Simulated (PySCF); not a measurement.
Sn(SH)4 (H₄S₄Sn), SMILES [SH][Sn]([SH])([SH])[SH].

The structure is a stationary point at B3LYP-D3(BJ)/def2-SVP. The structure was generated by enumeration; whether it is a known compound was not checked. The def2 effective core potentials stand for the cores of Sn; spin–orbit coupling is left out. The values are those of a single conformer.

These are B3LYP-D3(BJ)/def2-SVP (PySCF) values and carry that method's errors.

Frequencies are harmonic and unscaled.

| mode | ν (cm⁻¹) | IR (km/mol) | moving atoms (share of kinetic energy) |
|---|---|---|---|
| 1 | 68 | 2.0 | S 85 %, H 14 % |
| 2 | 71 | 1.9 | S 81 %, H 18 % |
| 3 | 92 | 6.9 | S 49 %, H 34 %, Sn 17 % |
| 4 | 93 | 5.2 | S 56 %, H 26 %, Sn 18 % |
| 5 | 104 | 5.0 | S 73 %, Sn 22 % |
| 6 | 137 | 13.6 | H 67 %, S 25 %, Sn 8 % |
| 7 | 143 | 27.7 | H 69 %, S 25 % |
| 8 | 156 | 10.4 | H 84 %, S 16 % |
| 9 | 212 | 13.2 | H 90 %, S 10 % |
| 10 | 311 | 0.1 | S 97 % |
| 11 | 350 | 36.9 | S 71 %, Sn 26 % |
| 12 | 356 | 38.9 | S 70 %, Sn 27 % |
| 13 | 359 | 42.0 | S 70 %, Sn 28 % |
| 14 | 682 | 4.8 | H 95 % |
| 15 | 683 | 3.2 | H 95 % |
| 16 | 702 | 4.6 | H 95 % |
| 17 | 721 | 7.5 | H 94 % |
| 18 | 2663 | 1.2 | H 97 % |
| 19 | 2667 | 1.7 | H 97 % |
| 20 | 2669 | 1.5 | H 97 % |
| 21 | 2669 | 1.2 | H 97 % |
